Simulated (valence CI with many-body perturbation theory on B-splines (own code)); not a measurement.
## Energy levels of Tb⁶⁰⁺

Level of theory: relativistic CI+MBPT: three valence electrons over a frozen Dirac-Fock core [He], a basis of 11 s, 11 p, 9 d, 7 f, 5 g, 2 h, 1 i functions for each j, with the one-electron correlation potential Σ1, the two-electron term Σ2, the three-electron term Σ3, Breit, model QED; selected CI, second order for the rest (own B-spline code, finite nucleus).

The last digits are not significant, and no measured levels were compared; by estimate large intervals hold to a few tenths of a per cent, small ones and those within an open d or f shell to about a per cent.

Levels 46 to 90 of 102, with energies above the lowest level, (2s^2 2p1/2) J=1/2. "Leading %" is the weight of the configuration and term that name the level; weights of strongly mixed levels are sums over their largest components and can fall short. In the jj column 3d3/2^4 stands for four electrons in 3d with j = 3/2. Lifetimes count E1, E2, E3, M1 and M2 decay at the calculated energies, and are blank where another channel may lead or the interval is too uncertain; long ones can be off by a factor of two.

| No. | Configuration | Term | J | E (eV) | Leading % | Second component | Lifetime | Leading jj |
| --- | --- | --- | --- | --- | --- | --- | --- | --- |
| 46 | 2s2p3p | ⁴P | 3/2 | 8919.6 | 46 | 26 % 2s2p3p ⁴S | 10.3 fs | 2s 2p3/2 3p1/2 (100 %) |
| 47 | 2s2p3p | ²D | 5/2 | 8921.8 | 44 | 37 % 2s2p3p ⁴D | 4.05 fs | 2s 2p3/2 3p1/2 (100 %) |
| 48 | 2s2p3s | ²P° | 1/2 | 8923.2 | 90 | 9 % 2s2p3s ⁴P° | 4.88 fs | 2s 2p3/2 3s (99 %) |
| 49 | 2s2p3s | ²P° | 3/2 | 8928.4 | 83 | 17 % 2s2p3s ⁴P° | 10.0 fs | 2s 2p3/2 3s (99 %) |
| 50 | 2s2p3p | ²P | 1/2 | 8996.5 | 49 | 22 % 2s2p3p ²S | 4.18 fs | 2s 2p3/2 3p1/2 (98 %) |
| 51 | 2s2p3p | ²D | 3/2 | 8998.0 | 62 | 21 % 2s2p3p ²P | 6.04 fs | 2s 2p3/2 3p1/2 (98 %) |
| 52 | 2p²3s | ⁴P | 3/2 | 9074.6 | 83 | 13 % 2p²3s ²P | 11.2 fs | 2p1/2 2p3/2 3s (97 %) |
| 53 | 2p²3s | ²P | 1/2 | 9082.4 | 64 | 31 % 2p²3s ⁴P | 5.74 fs | 2p1/2 2p3/2 3s (94 %) |
| 54 | 2p²3s | ²D | 5/2 | 9090.5 | 62 | 34 % 2p²3s ⁴P | 9.94 fs | 2p1/2 2p3/2 3s (95 %) |
| 55 | 2p²3s | ²D | 3/2 | 9098.6 | 62 | 30 % 2p²3s ²P | 6.11 fs | 2p1/2 2p3/2 3s (96 %) |
| 56 | 2p²3p | ⁴P° | 1/2 | 9129.3 | 48 | 28 % 2p²3p ⁴D° | 1.87 fs | 2p1/2 2p3/2 3p1/2 (98 %) |
| 57 | 2p²3p | ⁴D° | 3/2 | 9135.1 | 54 | 22 % 2p²3p ²D° | 1.80 fs | 2p1/2 2p3/2 3p1/2 (97 %) |
| 58 | 2s2p3p | ⁴D | 7/2 | 9141.8 | 100 |  | 540 fs | 2s 2p3/2 3p3/2 (100 %) |
| 59 | 2p²3p | ²F° | 5/2 | 9147.8 | 48 | 30 % 2p²3p ²D° | 1.79 fs | 2p1/2 2p3/2 3p1/2 (97 %) |
| 60 | 2s2p3p | ²P | 3/2 | 9154.1 | 51 | 31 % 2s2p3p ⁴S | 4.54 fs | 2s 2p3/2 3p3/2 (94 %) |
| 61 | 2s2p3p | ⁴P | 5/2 | 9170.3 | 52 | 42 % 2s2p3p ²D | 4.86 fs | 2s 2p3/2 3p3/2 (96 %) |
| 62 | 2s2p3p | ²S | 1/2 | 9175.3 | 48 | 36 % 2s2p3p ²P | 2.49 fs | 2s 2p3/2 3p3/2 (95 %) |
| 63 | 2p²3p | ²P° | 3/2 | 9186.5 | 42 | 25 % 2p²3p ²D° | 2.50 fs | 2p1/2 2p3/2 3p1/2 (98 %) |
| 64 | 2s2p3d | ⁴D° | 5/2 | 9205.7 | 44 | 21 % 2s2p3d ²D° | 1.15 fs | 2s 2p3/2 3d3/2 (97 %) |
| 65 | 2s2p3d | ⁴D° | 3/2 | 9211.0 | 41 | 40 % 2s2p3d ⁴P° | 1.09 fs | 2s 2p3/2 3d3/2 (97 %) |
| 66 | 2s2p3d | ⁴F° | 7/2 | 9211.7 | 47 | 33 % 2s2p3d ²F° | 1.15 fs | 2s 2p3/2 3d3/2 (94 %) |
| 67 | 2s2p3d | ⁴P° | 1/2 | 9214.4 | 82 | 14 % 2s2p3d ⁴D° | 1.23 fs | 2s 2p3/2 3d3/2 (98 %) |
| 68 | 2s2p3p | ²D | 5/2 | 9227.7 | 74 | 15 % 2s2p3p ⁴D | 5.73 fs | 2s 2p3/2 3p3/2 (98 %) |
| 69 | 2s2p3p | ²P | 3/2 | 9243.3 | 58 | 29 % 2s2p3p ²D | 6.17 fs | 2s 2p3/2 3p3/2 (99 %) |
| 70 | 2s2p3p | ²S | 1/2 | 9246.5 | 61 | 20 % 2s2p3p ²P | 105 fs | 2s 2p3/2 3p3/2 (99 %) |
| 71 | 2s2p3d | ⁴F° | 9/2 | 9254.2 | 100 |  | 15.8 ps | 2s 2p3/2 3d5/2 (100 %) |
| 72 | 2s2p3d | ²D° | 3/2 | 9271.1 | 55 | 26 % 2s2p3d ⁴P° | 1.39 fs | 2s 2p3/2 3d3/2 (51 %) |
| 73 | 2s2p3d | ²D° | 5/2 | 9275.9 | 47 | 31 % 2s2p3d ⁴P° | 1.36 fs | 2s 2p3/2 3d5/2 (97 %) |
| 74 | 2s2p3d | ²F° | 7/2 | 9284.4 | 52 | 44 % 2s2p3d ⁴D° | 760 as | 2s 2p3/2 3d5/2 (94 %) |
| 75 | 2s2p3d | ²F° | 5/2 | 9288.1 | 68 | 14 % 2s2p3d ⁴F° | 1.03 fs | 2s 2p3/2 3d3/2 (96 %) |
| 76 | 2s2p3d | ²P° | 1/2 | 9292.7 | 62 | 30 % 2s2p3d ⁴D° | 827 as | 2s 2p3/2 3d3/2 (77 %) |
| 77 | 2s2p3d | ²D° | 3/2 | 9301.6 | 50 | 44 % 2s2p3d ²P° | 916 as | 2s 2p3/2 3d5/2 (51 %) |
| 78 | 2s2p3d | ²P° | 1/2 | 9308.0 | 96 |  | 1.21 fs | 2s 2p3/2 3d5/2 (76 %) |
| 79 | 2s2p3d | ²F° | 7/2 | 9342.1 | 73 | 12 % 2s2p3d ⁴D° | 3.05 fs | 2s 2p3/2 3d5/2 (96 %) |
| 80 | 2s2p3d | ²D° | 5/2 | 9357.4 | 60 | 22 % 2s2p3d ²F° | 769 as | 2s 2p3/2 3d5/2 (93 %) |
| 81 | 2s2p3d | ²P° | 3/2 | 9360.4 | 73 | 8 % 2s2p3d ⁴D° | 1.07 fs | 2s 2p3/2 3d5/2 (98 %) |
| 82 | 2p²3p | ⁴D° | 5/2 | 9373.8 | 49 | 34 % 2p²3p ⁴P° | 3.13 fs | 2p1/2 2p3/2 3p3/2 (96 %) |
| 83 | 2p²3p | ²P° | 1/2 | 9378.6 | 36 | 31 % 2p²3p ⁴P° | 3.52 fs | 2p1/2 2p3/2 3p3/2 (98 %) |
| 84 | 2p²3p | ²D° | 3/2 | 9384.9 | 52 | 21 % 2p²3p ⁴P° | 3.46 fs | 2p1/2 2p3/2 3p3/2 (97 %) |
| 85 | 2p²3p | ²F° | 7/2 | 9392.0 | 61 | 34 % 2p²3p ⁴D° | 4.07 fs | 2p1/2 2p3/2 3p3/2 (96 %) |
| 86 | 2p²3p | ²P° | 3/2 | 9405.1 | 33 | 31 % 2p²3p ⁴S° | 3.53 fs | 2p1/2 2p3/2 3p3/2 (100 %) |
| 87 | 2p²3p | ²D° | 5/2 | 9415.8 | 63 | 16 % 2p²3p ²F° | 3.40 fs | 2p1/2 2p3/2 3p3/2 (98 %) |
| 88 | 2p²3d | ⁴F | 3/2 | 9424.4 | 43 | 26 % 2p²3d ²P | 3.35 fs | 2p1/2 2p3/2 3d3/2 (100 %) |
| 89 | 2p²3d | ⁴F | 5/2 | 9425.6 | 53 | 39 % 2p²3d ²F | 8.82 fs | 2p1/2 2p3/2 3d3/2 (99 %) |
| 90 | 2p²3d | ⁴D | 1/2 | 9429.5 | 79 | 14 % 2p²3d ²P | 6.33 fs | 2p1/2 2p3/2 3d3/2 (100 %) |
